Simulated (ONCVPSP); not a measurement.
Cutoff test, B, ONCV

ONCVPSP 4.0.1 input, shortened (lines: element, Z, core and valence counts, functional; n l f; lmax; l rc ep ncon nbas qcut; lloc lpopt rc5 dvloc0; l nproj debl; icmod fcfact rcfact), PBEsol, scalar-relativistic:

```
  B 5.00    1    2  -116133      upf
    1    0    2.00
    2    0    2.00
    2    1    0.75
    2
    0    1.60    0.00    4    8    4.50
    1    2.50    0.00    4    7    4.80
    2    2.50    0.06    5    9    4.40
    4    5    1.15    1.00
    0    2    1.80
    1    2    0.50
    2    1    0.90
    3    2.75    1.20
```

Task: For each optimised wave give the share of its norm inside rc, the residual kinetic energy above qcut (Ha) and the cutoffs (Ha) for errors of 10, 1, 0.1 and 0.01 mHa per electron.

Result:

```
         wave  norm inside rc  residual KE  10 mHa  1 mHa  0.1 mHa  0.01 mHa
           2s           0.407      5.3e-04     5.0    9.1     35.5      66.4
s projector 2           0.102      1.3e-03     6.5   10.6     23.3      61.2
           2p           0.689      1.1e-05     5.8    8.2      9.9      12.2
p projector 2           0.215      4.6e-05     6.3    8.8     11.0      16.8
d projector 1           0.015      3.7e-07     0.5    1.6      3.7       6.4
```

The occupied waves need 9.1 Ha and 36 Ha for 1 and 0.1 mHa.
